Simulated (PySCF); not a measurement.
Computed IR spectrum (relative IR intensity) of a molecule C₄H₅NSi. Geometry: ωB97X-D3(BJ)/def2-SVP. Other conformers were not sampled. Calculation: PySCF with ωB97X-D3(BJ)/def2-SVP. Frequencies are harmonic and unscaled.

Lines under 2 % of the strongest are left out, and lines within 2 cm⁻¹ are merged.

```
ν (cm⁻¹)  relative intensity
--------  ------------------
369                      3.4
434                      7.2
549                      6.9
656                      9.7
724                       13
759                       13
778                      4.4
929                      100
953                       35
974                      5.3
1119                      11
2274                     3.8
2281                      25
2290                      37
2302                      29
2431                     7.4
3484                      31
```

Task: Which molecule gave these data?
A. C#C[Si@H]1C=NC1
B. C#C[C@@H]([SiH3])C#N
C. C#CC1=NC[SiH2]1
D. N#CC1=C[SiH2]C1

Result: B, C#C[C@@H]([SiH3])C#N
